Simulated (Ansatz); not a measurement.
`C=C[SiH](C)O` → propene + `O[SiH]` at 400 K and 1 bar (silylene formation by 1,1-elimination).

Gas-phase electronic energies from Ansatz, PBE0-D4/def2-TZVP geometries. CCSD(T)/CBS is the MP2 limit (def2-TZVPP, def2-QZVPP) plus CCSD(T) − MP2 in def2-TZVPP, frozen cores. This one scheme is used for every species. One conformer a species, not always the lowest.

| species | CCSD(T)/CBS energy (Eh) | H − E (kJ/mol) | S (J/(mol·K)) |
| --- | --- | --- | --- |
| `C=C[SiH](C)O` | -483.27044 | 305.0 | 392.8 |
| `C=CC` | -117.74610 | 229.7 | 285.2 |
| `O[SiH]` | -365.43832 | 70.5 | 255.7 |

H − E and S are ideal-gas, rigid-rotor, harmonic terms from PBE0-D4/def2-TZVP, for one conformer and one mirror image of each species. 1 Eh = 2625.50 kJ/mol, R = 8.31446 J/(mol·K).

By hand: ΔE, ΔH, ΔS and ΔG.

ΔE = (-117.74610) + (-365.43832) − (-483.27044) = 0.08602 Eh = 225.8 kJ/mol. Δ(H − E) = 229.7 + 70.5 − 305.0 = -4.8, so ΔH = 221.0 kJ/mol. ΔS = 285.2 + 255.7 − 392.8 = 148.1 J/(mol·K). ΔG = 221.0 − 400 × (148.1)/1000 = 161.8 kJ/mol.

By hand: the equilibrium constant, and the temperature at which ΔG would vanish if ΔH and ΔS stayed fixed.

log₁₀ K = −ΔG/(RT ln 10) = -21.1. ΔG = 0 at ΔH/ΔS = 1492 K.

The number of gas molecules changes by +1, which sets the sign of ΔS. A doubt of 5 kJ/mol in ΔE shifts log₁₀ K by 0.7 here. Other conformers and mirror images would add mixing entropy, several J/(mol·K) or more a flexible species. These are equilibria of isolated gas molecules and say nothing of rates. Largest T1 diagnostic: 0.016 (customary marks: 0.02 for closed shells, 0.045 for open ones).
